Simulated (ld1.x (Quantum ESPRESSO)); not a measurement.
## bismuth (Bi): excitation energies, all-electron against TM

| Item | Value |
| --- | --- |
| Element | bismuth |
| Generator | ld1.x (Quantum ESPRESSO) 7.5 |
| Type | norm-conserving Troullier–Martins (Kleinman–Bylander form) |
| Functional | PBEsol |
| Relativity | scalar-relativistic |
| Frozen core | [Xe] 4f14 5d10 |
| Valence charge | 5 |
| Reference configuration | 6s2 6p3 |
| Partial waves | 6p (bound): rc 2.70 bohr; 6s (bound): rc 1.40 bohr |
| Local potential | the s channel |
| Core correction | Bessel-smoothed model core inside 1.45 bohr |

Energies are relative to the spin-unpolarised reference configuration 6s2 6p3; without spin polarisation the order of configurations can differ from experiment.

```tsv
valence configuration	charge	ΔE all-electron (eV)	error AE − PS (meV)
6s2 6p2	+1	7.949	-12
6s2 6p1	+2	23.239	-74
6s2 6p0	+3	46.596	-252
6s2 6p2.5	+0.5	3.113	-2.8
6s1 6p0	+4	92.074	-775
6s1 6p3	+1	18.805	-69
6s1 6p4	0	10.116	-45
```

Levels in the configuration 6s2 6p0:

| level | all-electron (eV) | pseudo (eV) |
| --- | --- | --- |
| 6s | -40.086 | -40.372 |
